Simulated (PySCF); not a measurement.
Al(H)(NCO)2 (C₂HAlN₂O₂), SMILES C(=O)=[N][AlH][N]=C=O.

Geometry optimised at PBE0-D3(BJ)/def2-SVP. The structure was generated by enumeration; whether it is a known compound was not checked. The values are those of a single conformer.

Two levels are set side by side: PBE/def2-TZVP (PySCF) and HF/def2-TZVP (PySCF). Same geometry, gas phase. Differences are taken from unrounded values.

```json
[
 {"quantity": "orbital gap (eV)", "HF": "13.35", "PBE": "4.97", "PBE minus HF": "-8.39"},
 {"quantity": "highest occupied level (eV)", "HF": "-12.21", "PBE": "-7.41", "PBE minus HF": "4.80"},
 {"quantity": "lowest empty level (eV)", "HF": "1.14", "PBE": "-2.44", "PBE minus HF": "-3.58"},
 {"quantity": "dipole moment (D)", "HF": "2.19", "PBE": "1.79", "PBE minus HF": "-0.40"},
 {"quantity": "mean polarisability (bohr³)", "HF": "56.4", "PBE": "66.4", "PBE minus HF": "10.0"}
]
```

PBE's occupied levels lie high since its potential decays too fast outside the molecule; exact exchange lowers them and widens the gap. PBE's more diffuse valence density responds more strongly to a field. Differences between two approximate levels are no errors against the true value.

Rough cost on one machine, each run with all the roots and properties that it gave: HF against PBE about 1/2.
